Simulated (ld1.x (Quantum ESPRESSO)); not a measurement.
**Varying the TM potential for selenium (Se)**

Base potential:

selenium (Se), norm-conserving Troullier–Martins (Kleinman–Bylander form), made with ld1.x (Quantum ESPRESSO) 7.5 (BP86, scalar-relativistic). Core [Ar], reference 3d10 4s2 4p3 (charge +1). Waves: 4s (bound): rc 1.35 bohr; 3d (bound): rc 0.70 bohr; 4p (bound): rc 1.65 bohr. Local part: the p channel. Core correction: a·sin(br)/r model core, default radius (core density twice the valence density).

All-electron outer shells of the reference configuration (BP86, scalar-relativistic, ld1.x):

```
shell  level (eV)  outermost node (bohr)  outermost maximum (bohr)
   3p     -163.58                   0.21                      0.50
   3d      -63.74                      –                      0.45
   4s      -27.00                   0.70                      1.49
   4p      -15.53                   0.74                      1.75
```

Cutoffs, loose and tight: the cutoffs (Ry, on a coarse ladder) from which the occupation-weighted sum of valence levels, in a spherical-Bessel basis at the reference potential, stays within 10 and 1 mRy of its value at 400 Ry. They do not see the model core or the augmentation charge, which bear on the density cutoff. Test errors are all-electron minus pseudo excitation energies from the reference, over the configurations 3d10 4s2 4p4; 3d10 4s2 4p2; 3d10 4s2 4p1; 3d9 4s2 4p5; 3d10 4s2 4p3.5; 3d10 4s1 4p5; 3d10 4s2 4p0. A dash means not determined; rows that change the core or the reference have their own tests. The largest error is taken over the tests solved by every variant that gives reliable tests at all: 3d10 4s1 4p5; 3d10 4s2 4p1; 3d10 4s2 4p2; 3d10 4s2 4p3.5; 3d10 4s2 4p4; 3d9 4s2 4p5.

Cutoffs are not given where the Bessel-basis levels miss the radial ones by over 6 mRy, ghosts where they miss by over 20 mRy; a channel whose overlap is not positive is not tested.

```csv
change,outcome,"cutoff, loose","cutoff, tight",bound ghosts,largest test error (meV)
base,generated,over 300 Ry,over 300 Ry,none,-1553
"all radii but the core radius scaled by about 0.75 (s 1.02, p 1.24, d 0.52 bohr)",generated,–,–,not determined,-947
"all radii but the core radius scaled by about 0.95 (s 1.28, p 1.58, d 0.66 bohr)",generated,–,–,none,-1544
"all radii but the core radius scaled by about 1.05 (s 1.42, p 1.74, d 0.74 bohr)",generated,over 300 Ry,over 300 Ry,none,-1544
"all radii but the core radius scaled by about 1.15 (s 1.56, p 1.90, d 0.80 bohr)",generated,over 300 Ry,over 300 Ry,none,-1475
"all radii but the core radius scaled by about 1.25 (s 1.70, p 2.06, d 0.88 bohr)",generated,over 300 Ry,over 300 Ry,none,-1342
"all radii but the core radius scaled by about 1.35 (s 1.82, p 2.22, d 0.94 bohr)",generated,300 Ry,over 300 Ry,none,-1182
```

Problem. What comes out with this change to the base: all radii but the core radius scaled by about 0.90 (s 1.22, p 1.48, d 0.62 bohr)?

Solution. outcome: generated; bound ghosts: not determined; largest test error (meV): -1498.

Reading the sweep of the scale of all radii but the core radius (base = 1) (base included, trends over the rows without a ghost): The median size of the test errors (rows with all tests solved) is not monotonic: lowest 2.8 meV at 1, highest 4.2 meV at 1.35.
